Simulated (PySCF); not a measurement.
Compound: C7H4ClNSe.
Bonds: N1–C2 (triple), C2–Se3, Se3–C4, C4–C5 (aromatic), C5–C6 (aromatic), C6–C7 (aromatic), C7–Cl8, C7–C9 (aromatic), C9–C10 (aromatic), C4–C10 (aromatic). Hydrogens: H11 on C5; H12 on C6; H13 on C9; H14 on C10.

Computed with PBE0-D3(BJ)/def2-SVP geometry optimisation, gas phase in PySCF 2.14.0.

Q: What internal coordinates does the optimisation give?

A: 
```json
{"bond": "N1≡C2", "length (Å)": "1.162", "order": "triple"}
{"bond": "C2–Se3", "length (Å)": "1.825", "order": "single"}
{"bond": "Se3–C4", "length (Å)": "1.918", "order": "single"}
{"bond": "C4–C5, C4–C10", "length (Å)": "1.396", "order": "aromatic"}
{"bond": "C5–C6, C9–C10", "length (Å)": "1.392", "order": "aromatic"}
{"bond": "C6–C7, C7–C9", "length (Å)": "1.394", "order": "aromatic"}
{"bond": "C7–Cl8", "length (Å)": "1.728", "order": "single"}
{"bond": "C5–H11, C10–H14", "length (Å)": "1.093", "order": "single"}
{"bond": "C6–H12, C9–H13", "length (Å)": "1.091", "order": "single"}
```

Bonds in one row agree within 0.01 Å and their mean is given. Orders are formal, as drawn. A selection of angles:
```json
{"angle": "N1–C2–Se3", "degrees": "178.7"}
{"angle": "C2–Se3–C4", "degrees": "98.3"}
{"angle": "Se3–C4–C5", "degrees": "115.8"}
{"angle": "Se3–C4–C10", "degrees": "123.8"}
{"angle": "C5–C4–C10", "degrees": "120.4"}
{"angle": "C4–C5–C6", "degrees": "120.0"}
{"angle": "C5–C6–C7", "degrees": "119.5"}
{"angle": "C6–C7–Cl8", "degrees": "119.7"}
{"angle": "C6–C7–C9", "degrees": "120.6"}
```

Torsions: C2–Se3–C4–C5 -179° (antiperiplanar).

The 6-membered ring C4–C5–C6–C7–C9–C10 has internal angles of 119.5° to 120.6° (sum 720°, against 720° for a flat polygon); it is planar, 0.00 Å rms from its mean plane, widest ring torsion 0°. The 10 heavy atoms lie in one plane (0.011 Å rms). The C–Se distances run from 1.825 Å (C2–Se3, drawn single) to 1.918 Å (Se3–C4, drawn single), a spread of 0.093 Å. Of the pairs four or more bonds apart, C2···H14 is among the closest relative to their van der Waals radii: 2.51 Å, 87 % of the sum of Bondi's values.

Stationary, but not proved a minimum. The numbers are those of one conformer.

Hardware: Intel Xeon Platinum 8259CL at 2.50 GHz, one thread, on a shared host. Cost: 3.1 min of wall time, 0.89 GiB resident at most. That covers the optimisation of the geometry.
